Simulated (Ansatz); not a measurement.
The same path of ClF3Ti + H2S (8 atoms, charge 0, multiplicity 1) was run twice with different band settings. Lost on the way: Ti1–Cl2, S6–H8. Made: Ti1–S6, Cl2–H8.

These are results of RKS BLYP/def2-SVP in Ansatz, not measurements.

Relaxed end points:

```xyz
8
Properties=species:S:1:pos:R:3
Ti 0.177 0.065 0.004
Cl 0.478 0.019 2.209
F 1.795 -0.064 -0.651
F -0.391 1.597 -0.632
F -0.629 -1.356 -0.655
S -3.003 0.193 0.965
H -3.140 -1.085 0.506
H -2.692 -0.240 2.220
```

```xyz
8
Properties=species:S:1:pos:R:3
Ti -0.551 -0.027 -0.501
Cl -0.218 0.716 3.161
F 0.610 -1.142 0.185
F -0.115 1.660 -0.389
F -0.700 -0.450 -2.196
S -2.642 -0.313 0.509
H -2.445 -1.664 0.598
H -1.344 0.347 2.601
```

Common settings: spring 5.0 eV/Å²; optimiser quadratic models (default); start path through a guess of the saddle point; force threshold 0.05 eV/Å; iteration limit 60; end points relaxed.

| run | movable images | climbing image |
| --- | --- | --- |
| 1 | 5 | yes |
| 2 | 2 | no |

(1) What does each run give, and how far can it be trusted?

Results:

(1) Run 1: converged after 18 iterations, highest image 0.959 eV above the first end. A vibrational analysis at the climbing image gives one clearly imaginary mode, 328i cm⁻¹: a first-order saddle point.
Run 2: converged after 14 iterations, highest image 0.771 eV above the first end. No image climbed, so the highest image needn't sit at the top of the path. So few images can step over the top or miss a turn of the path.
The orbitals stay closed-shell, which can raise the energy where a bond breaks towards radicals; this wasn't checked here.
